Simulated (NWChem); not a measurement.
# SnH4Se2; SMILES [SeH][SnH2][SeH]

```xyz
7

Sn     0.0000     0.0000    -0.8202
Se     2.1280     0.0122     0.6180
Se    -2.1280    -0.0122     0.6180
H      0.1212     1.4364    -1.7741
H     -0.1212    -1.4364    -1.7741
H      1.7381    -1.2651     1.2676
H     -1.7381     1.2651     1.2676
```
Atoms are numbered in this order, from 1.

Computed with NWChem. Structure relaxed at the PBE-D3(BJ)/def2-SVP (def2 core potentials past Kr) level. No frequency run checked for a minimum.

What does the run give for TPSS/3-21G, non-relativistic? Quantities: highest occupied level (eV); orbital gap (eV); dipole (D).


| Quantity | Result |
|---|---|
| highest occupied level (eV) | -5.90 |
| orbital gap (eV) | 4.08 |
| dipole (D) | 0.68 |
